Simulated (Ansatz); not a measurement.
Consider the redistribution: `F[SiH2][InH2]` + `CN[SiH](N)F` → `C[NH][InH2]` + `N[SiH](F)[SiH2]F`.

Isolated molecules relaxed with PBE0-D4/def2-TZVP in Ansatz; ΔE leaves out vibrations. CCSD(T)/CBS adds triple-zeta CCSD(T) − MP2 to the extrapolated MP2 energy (def2 sets, frozen cores). DFT in def2-TZVPP. B3LYP here is the variant with VWN-RPA as its local correlation; programs differ in this. Elements past krypton have def2 core potentials. For In outer-core shells are correlated without core-valence functions, which leaves a few kJ/mol of doubt a bond. One conformer a species, not always the lowest.

```json
{"level": "PBE0-D4", "ΔE (kcal/mol)": "21.3", "difference from CCSD(T)/CBS": "1.1"}
{"level": "B3LYP-D4", "ΔE (kcal/mol)": "20.8", "difference from CCSD(T)/CBS": "0.6"}
{"level": "ωB97X-V", "ΔE (kcal/mol)": "20.8", "difference from CCSD(T)/CBS": "0.6"}
{"level": "MP2/def2-TZVPP", "ΔE (kcal/mol)": "20.9", "difference from CCSD(T)/CBS": "0.7"}
{"level": "SCS-MP2/def2-TZVPP", "ΔE (kcal/mol)": "20.9", "difference from CCSD(T)/CBS": "0.7"}
{"level": "CCSD(T)/def2-TZVPP", "ΔE (kcal/mol)": "20.7", "difference from CCSD(T)/CBS": "0.5"}
{"level": "HF/def2-QZVPP", "ΔE (kcal/mol)": "25.6", "difference from CCSD(T)/CBS": "5.4"}
{"level": "HF/CBS(def2)", "ΔE (kcal/mol)": "25.6", "difference from CCSD(T)/CBS": "5.4"}
{"level": "MP2/CBS(def2)", "ΔE (kcal/mol)": "20.4", "difference from CCSD(T)/CBS": "0.2"}
{"level": "CCSD/CBS(def2)", "ΔE (kcal/mol)": "21.3", "difference from CCSD(T)/CBS": "1.1"}
{"level": "CCSD(T)/CBS", "ΔE (kcal/mol)": "20.2", "difference from CCSD(T)/CBS": "0"}
```

Largest T1 diagnostic among the species: 0.016.

From PBE to PBE0 (25 % exact exchange), in def2-TZVPP and without D4, ΔE moves by +2.8 kcal/mol. In def2-TZVPP, CCSD(T) changes the Hartree–Fock value by −4.9 kcal/mol (the triples alone add −1.1 kcal/mol) and MP2 by −4.7 kcal/mol.
